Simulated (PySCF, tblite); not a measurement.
A set of runs on `CN([O])[SiH3]` [radical]; the geometry of each is named by its level. Settings lines and outputs come from a driver script.

CH6NOSi (doublet state).
SMILES with atom numbers: `[CH3:1][N:2]([O:3])[SiH3:4]` (hydrogens: H5, H6, H7 on C1; H8, H9, H10 on Si4)

Step 1: GFN2-xTB geometry optimisation, gas phase (tblite 0.8.0) (from a force-field or distance-geometry start)
```json
{"job": {"kind": "relax", "xc": "GFN2-xTB", "basis": "xTB"}, "charge": 0, "multiplicity": 2}
```
```
step      E/eV     max force
  0    -375.83803    2.626
  1    -375.98291    1.739
  2    -376.11540    1.508
...
 83    -376.77384    0.060
 84    -376.77458    0.075
 85    -376.77495    0.039
 86    -376.77488    0.138
 87    -376.77547    0.009
```

Energy lowered by 21.6 kcal/mol over 87 steps; largest atomic force 0.009 eV/Å at the end. «max force» is the largest atomic force in eV/Å.

The run took 0.3 s on one thread, Arm Neoverse V1 (aarch64), on a shared host.

Step 2: GFN2-xTB harmonic vibrations, gas phase (tblite 0.8.0) (on the GFN2-xTB geometry)
```json
{"job": {"kind": "ir", "xc": "GFN2-xTB", "basis": "xTB"}, "charge": 0, "multiplicity": 2}
```
```
(table of modes left out)
```

24 modes from 47 to 3042 cm⁻¹ (unscaled, harmonic); zero-point energy 42.8 kcal/mol; all wavenumbers are real at this level.

On one thread of an Arm Neoverse V1, on a shared host, this took 0.16 s.

Step 3: UKS B3LYP, pcH-1 on C H N O Si, non-relativistic, mean-field spin-orbit, GIAO (PySCF 2.14.0) (on the GFN2-xTB geometry)
```json
{"job": {"kind": "epr", "basis": "pcH-1"}, "charge": 0, "multiplicity": 2}
```
```
...
E = -461.13874272 Eh   <S^2> = 0.7532 (exact 0.7500)
g shifts (ppm)      1          2          3
  rmc          -285       -285       -285
  gc            -12         57         53
  oz_so         -60       4177      10626
  total        -358       3949      10394
hyperfine (MHz)  atom isotope    a_iso     a_fc   dipolar eigenvalues
    0   13C     -21.01     -21.04     -1.88     -1.02      2.89
    1   14N      16.56      16.50    -22.57    -21.73     44.30
    2   17O     -41.47     -40.73   -187.95     91.86     96.09
    3  29Si      20.57      20.57     -0.96     -0.50      1.46
    4    1H      43.02      43.01     -4.56     -3.70      8.26
    5    1H       1.34       1.32     -4.29     -3.61      7.90
    6    1H      63.26      63.26     -4.05     -3.76      7.81
    7    1H      23.44      23.44     -2.99     -2.72      5.71
    8    1H      -4.12      -4.12     -3.17     -2.45      5.62
    9    1H      24.38      24.37     -2.97     -2.63      5.60
```

⟨S²⟩ 0.753; g_iso 2.0070. rmc, gc and oz_so are the mass-correction, gauge-correction and orbital-Zeeman/spin–orbit parts of the g shift along its three principal axes; a_iso is the isotropic hyperfine coupling and a_fc its Fermi-contact part. The log counts atoms from 0, this text from 1.

On one thread, Arm Neoverse V1 (aarch64), no GPU, shared host with 32 logical CPUs at a one-minute load of 9.3, this took 19 s of wall time (with the writing of density and orbital grids) and 0.55 GiB of memory at its peak.

Geometry of the electronic-property runs (GFN2-xTB):
```
atom  x, y, z in Å
C1    -1.424   -0.115    0.049
N2    -0.137    0.482   -0.178
O3    -0.110    1.666   -0.677
Si4    1.465   -0.190    0.074
H5    -2.064    0.586    0.589
H6    -1.298   -1.030    0.621
H7    -1.907   -0.339   -0.906
H8     2.162    0.715    0.982
H9     1.204   -1.508    0.653
H10    2.117   -0.261   -1.231
```

 (This holds for the electronic-property runs.)
